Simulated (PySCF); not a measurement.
H4Pb, SMILES [PbH4].

The structure is a stationary point at PBE0-D3(BJ)/def2-TZVPD. The def2 effective core potentials stand for the cores of Pb; spin–orbit coupling is left out.

Method: PySCF with PBE0-D3(BJ)/def2-TZVPD.

Frequencies are harmonic and unscaled.

Modes within 1.5 cm⁻¹ of each other (mostly degenerate sets) share a row, with their intensities summed.

Computed harmonic wavenumbers and intensities:
```csv
mode,ν (cm⁻¹),IR (km/mol),Raman (Å⁴/amu),depolarisation,moving atoms (share of kinetic energy)
1–3,613,402.1,8.5,0.75,H 99 %
4–5,691,0.0,61.9,0.75,H 100 %
6,1865,0.0,657.2,0.00,H 100 %
7–9,1884,681.6,384.1,0.75,H 99 %
```
